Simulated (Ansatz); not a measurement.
Basis sets compared for cis-OsH2(PH3)4 (P4OsH14). The state is a singlet with charge 0. Geometry PBE-D4/def2-SVP. Ansatz on 4 threads of Intel Xeon 6975P-C on a shared host; times are rough, and most runs start from earlier orbitals.

```xyz
19

Os    0.228    0.191    0.374
H    -0.072    1.302    1.595
P     0.928   -1.389   -1.203
H     2.080   -1.139   -2.034
H     0.099   -1.865   -2.289
H     1.347   -2.706   -0.789
H     1.728    0.085    1.119
P    -1.935    0.547   -0.445
H    -2.358    1.863   -0.858
H    -3.087    0.293    0.385
H    -2.476   -0.122   -1.608
P     1.173    2.005   -0.691
H     0.366    3.016   -1.326
H     2.099    1.844   -1.784
H     1.983    2.902    0.078
P    -0.388   -1.348    1.977
H    -1.769   -1.575    2.319
H     0.084   -1.165    3.316
H    -0.030   -2.740    1.865
```

In the def2 sets Os takes a core potential; there is no spin–orbit coupling.

Binding counts from free atoms (Os quintet, H doublet, P quartet) in the same basis, without a counterpoise term.

```csv
level,functions,energy (Eh),HOMO (eV),LUMO (eV),binding per atom (eV),wall time
PBE-D4/def2-SVP,174,-1463.5443,-4.76,-0.43,2.90,1.9 s
PBE-D4/def2-TZVP,272,-1464.0597,-4.91,-0.66,2.95,3.3 s
r2SCAN-D4/def2-TZVP,272,-1464.5934,-5.09,-0.26,2.93,6 s
PBE0-D4/def2-SVP,174,-1463.6209,-5.87,0.39,2.85,3.3 s
PBE0-D4/def2-TZVP,272,-1464.1301,-5.97,0.19,2.90,6 s
```

Problem. Estimate the rows for PBE-D4/def2-TZVPD, r2SCAN-D4/def2-TZVPD, PBE0-D4/def2-TZVPD.

Solution. 
```tsv
level	functions	energy (Eh)	HOMO (eV)	LUMO (eV)	binding per atom (eV)	wall time
PBE-D4/def2-TZVPD	341	-1464.0617	-4.94	-0.99	2.95	4.4 s
r2SCAN-D4/def2-TZVPD	341	-1464.5949	-5.09	-0.46	2.93	7 s
PBE0-D4/def2-TZVPD	341	-1464.1317	-5.98	-0.26	2.91	8.5 s
```
